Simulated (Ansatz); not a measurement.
Reaction (ligand exchange at a Ge–C bond): `[CH3][AlH][CH2][GeH3]` + `NC#CO` → `NC#C[O][GeH3]` + `[CH3][AlH][CH3]`

Calculated with Ansatz (gas phase, PBE0-D4/def2-TZVP geometries, no zero-point term in ΔE). CCSD(T)/CBS is the MP2 limit (def2-TZVPP, def2-QZVPP) plus CCSD(T) − MP2 in def2-TZVPP, frozen cores. DFT in def2-TZVPP. For Ge outer-core shells are correlated without core-valence functions, which leaves a few kJ/mol of doubt a bond. Scalar relativity is left out up to krypton. One conformer a species, not always the lowest.

CCSD(T)/CBS gives -31.0 kJ/mol.

**Question.** Another level gave -49.2 kJ/mol. Which?
A. r2SCAN-D4/def2-TZVPP
B. HF/def2-TZVPP
C. B2PLYP/def2-TZVPP
D. PBE0/def2-TZVPP

**Answer.** B. HF/def2-TZVPP -49.2, r2SCAN-D4 -36.6, PBE0 -30.7, B2PLYP -41.6 kJ/mol.

Largest T1 diagnostic among the species: 0.013.

In def2-TZVPP, CCSD(T) changes the Hartree–Fock value by +15.3 kJ/mol (the triples alone add +0.7 kJ/mol) and MP2 by +13.9 kJ/mol.
